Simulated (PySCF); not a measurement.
CH9ClOSi3, SMILES CO[Si@H]([SiH3])[SiH2]Cl.

Geometry optimised at B3LYP-D3(BJ)/def2-SVP. The structure was generated by enumeration; whether it is a known compound was not checked. Other conformers were not sampled.

Two levels are set side by side: TDA-PBE/def2-SVPD (PySCF) and TDA-PBE0/def2-SVPD (PySCF). Vertical, same geometry. The lowest singlet is HOMO→LUMO 98 % with PBE and HOMO→LUMO 98 % with the other functional; states are paired by order. Differences are taken from unrounded values.

```json
[
 {"quantity": "lowest singlet excitation (eV)", "TDA-PBE0": "5.06"},
 {"quantity": "lowest triplet excitation (TDA) (eV)", "TDA-PBE0": "4.48"}
]
```

Question: What does TDA-PBE give, and how far is it from TDA-PBE0? (The exact figures need the calculation; the answer reports its results.)

Answer: 
```
quantity                              TDA-PBE  TDA-PBE minus TDA-PBE0
------------------------------------  -------  ----------------------
lowest singlet excitation (eV)           4.46                   -0.60
lowest triplet excitation (TDA) (eV)     4.05                   -0.43
```

Functionals without exact exchange tend to place singlet excitations lower, as here. Differences between two approximate levels are no errors against the true value.

Rough cost on one machine, each run with all the roots and properties that it gave: TDA-PBE0 against TDA-PBE about 2 times.
